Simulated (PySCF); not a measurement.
C4H5AlO.
Cartesian coordinates in Å at the PBE0-D3(BJ)/def2-SVP level; atoms count from 1:
```xyz
11
C4H5AlO angstrom
Al     2.3980    0.2201   -0.0142
C      0.4466    0.0308   -0.0008
C     -0.4539   -0.7753    0.6540
C     -1.7606   -0.3983    0.2192
C     -1.5717    0.6142   -0.6734
O     -0.2623    0.8792   -0.8141
H      3.1072    1.2131    1.0031
H      3.2740   -0.6244   -1.0354
H     -0.2120   -1.5574    1.3726
H     -2.7128   -0.8231    0.5291
H     -2.2538    1.2201   -1.2654
```

The calculation used core-valence-separated Tamm–Dancoff BHandHLYP/aug-pcX-1 (pcseg-1 on H, def2-SVPD on Al) in PySCF, non-relativistic, gas phase, PBE0-D3(BJ)/def2-SVP geometry. The energies are unshifted.

Question: Give energies, oscillator strengths and core holes at the C K edge.

Answer: 
```
E (eV)       f  core hole on          main final orbital                        polarisation
283.40  0.0509            C3               LUMO+2 (55 %)  normal to the local trigonal plane
283.69  0.0555            C4               LUMO+2 (36 %)  normal to the local trigonal plane
283.77  0.0613            C2               LUMO+2 (70 %)  normal to the local trigonal plane
284.29  0.0643            C5               LUMO+2 (59 %)  normal to the local trigonal plane
284.65  0.0035            C2                 LUMO (92 %)         in the local trigonal plane
284.69  0.0010            C3                 LUMO (95 %)         in the local trigonal plane
285.28  0.0010            C4                 LUMO (98 %)                                   –
285.77  0.0297       C3 + C4  LUMO+1 (2 roots, f summed)                                   –
285.87  0.0081            C4               LUMO+2 (56 %)  normal to the local trigonal plane
286.25  0.0073            C3               LUMO+9 (40 %)  normal to the local trigonal plane
286.50  0.0202            C2               LUMO+5 (43 %)         in the local trigonal plane
286.62  0.0044            C5                 LUMO (93 %)         in the local trigonal plane
286.93  0.0007            C4               LUMO+3 (64 %)                                   –
287.02  0.0019            C4               LUMO+4 (52 %)         in the local trigonal plane
287.06  0.0026            C3               LUMO+5 (41 %)         in the local trigonal plane
287.16  0.0041            C3               LUMO+4 (40 %)         in the local trigonal plane
287.17  0.0145            C5               LUMO+1 (43 %)         in the local trigonal plane
```

The first line with a tenth or more of the strongest one's intensity is at 283.40 eV (f = 0.051), with the hole on C3 (aromatic CH carbon), polarised normal to the local trigonal plane: a 1s→π* resonance. The strongest listed is at 284.29 eV (f = 0.064; C5, 1s→π*).

Question: What does the O 1s absorption edge look like?

Answer: 
```csv
E (eV),f,core hole on,main final orbital
532.60,0.0322,O6,LUMO+2 (87 %)
533.63,0.0042,O6,LUMO (91 %)
535.57,0.0031,O6,LUMO+1 (63 %)
536.17,0.0113,O6,spread
536.31,0.0075,O6,LUMO+3 (60 %)
536.48,0.0000,O6,LUMO+9 (76 %)
536.61,0.0012,O6,LUMO+4 (46 %)
```

The first line with a tenth or more of the strongest one's intensity is at 532.60 eV (f = 0.032), with the hole on O6 (furan-type oxygen). It is also the strongest listed.

Roots within 0.03 eV whose holes lie on the same, on equivalent or on shared atoms are summed into one line, and the highest roots are left out, as the search may have cut off their partners. Final orbitals are the ground state's empty Kohn–Sham orbitals. A dash: too weak, shared between unlike atoms, or no plane or axis to refer to.

Question: What is the summed oscillator strength of the listed C K lines, and their intensity-weighted mean energy?

Answer: Σf = 0.331 over 17 lines from 283.40 to 287.17 eV; the weighted mean is 284.55 eV. The strongest line holds 19 % of the sum.

The ionisation thresholds weren't computed; near and above them a finite basis only mimics Rydberg series and continuum.

Rough CPU time on one thread of a shared machine: about 19 s.
